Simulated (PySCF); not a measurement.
Here is a computed PBE0-D3(BJ)/def2-SVP geometry (Å):
```
atom  x, y, z in Å
C1     2.6826    0.5271    0.6456
N2     1.3129    0.3963    0.2466
C3     1.0343   -0.0194   -0.9122
C4    -0.3936   -0.1295   -1.3836
N5    -1.4057   -0.0540   -0.3707
C6    -1.5896   -1.2708    0.3838
Ge7   -1.5869    1.5227    0.5790
H8     2.8672   -0.0866    1.5422
H9     3.4108    0.2367   -0.1380
H10    2.8808    1.5704    0.9410
H11    1.8255   -0.2845   -1.6491
H12   -0.5420    0.6689   -2.1377
H13   -0.5042   -1.0747   -1.9504
H14   -1.8019   -2.1168   -0.2953
H15   -0.7170   -1.5513    1.0089
H16   -2.4597   -1.1753    1.0535
H17   -0.9476    1.4896    1.9814
H18   -0.9888    2.6417   -0.2903
H19   -3.1058    1.7563    0.7635
```

Charge 0, singlet.

**Question.** Read off the bonds between heavy atoms and their formal orders.

**Answer.** C1–N2 1.43 Å (single); N2–C3 1.26 Å (double); C3–C4 1.51 Å (single); C4–N5 1.43 Å (single); N5–C6 1.44 Å (single); N5–Ge7 1.85 Å (single). Bonds to hydrogen (Å): C1–H8 1.10; C1–H9 1.11; C1–H10 1.10; C3–H11 1.11; C4–H12 1.11; C4–H13 1.11; C6–H14 1.11; C6–H15 1.11; C6–H16 1.10; Ge7–H17 1.54; Ge7–H18 1.54; Ge7–H19 1.55.

**Question.** Give the structure as a SMILES string.

**Answer.** `C/N=C/C[N](C)[GeH3]`, C4H12GeN2.

**Question.** What is the point group of this geometry?

**Answer.** C1 (no symmetry element, even within 0.4 Å).

**Question.** Describe the place of each heavy atom.

**Answer.** C1: N-methyl carbon; N2: imine nitrogen; C3: imine carbon; C4: sp3 carbon bound to nitrogen; N5: nitrogen bonded to 2 C and Ge; C6: N-methyl carbon; Ge7: germanium bonded to N and 3 H.

**Question.** What is the arrangement about N2?

**Answer.** It has 2 neighbours (C1, C3) and is bent (angle 119.8°).

**Question.** What is the arrangement about C3?

**Answer.** It has 3 neighbours (N2, C4, H11) and is planar (angles 122.0°, 121.3° and 116.7°, sum 360.0°, 0.02 Å off the plane of its three neighbours).
